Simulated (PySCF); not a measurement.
**How methods differ on the excitation energy of Mg**

Mg [Ne] 3s2 (1S) → Mg [Ne] 3s1 4s1 (3S), as a difference of total energies. Calculation: PySCF 2.14, in dyall-av2z (14s10p4d, 64 functions); the non-relativistic Hamiltonian (point nucleus). Correlated levels: valence: [Ne] frozen; virtual orbitals above 40 to 60 times the deepest correlated orbital energy dropped. The calculations carry no spin-orbit coupling.

| method | excitation energy (eV) |
| --- | --- |
| UHF | 4.213 |
| MP2 (valence) | 4.777 |
| SCS-MP2 (valence) | 4.935 |
| CCSD (valence) | 5.014 |

Errors of the correlated levels include the incompleteness of this basis and the frozen core.

With two correlated electrons CCSD is exact in that space.

Q: Which method comes closest to the reference value, and which is furthest?

A: The reference is 5.108 eV (measured; NIST levels). Closest: CCSD (valence) (error -0.094 eV); furthest: UHF (error -0.895 eV).
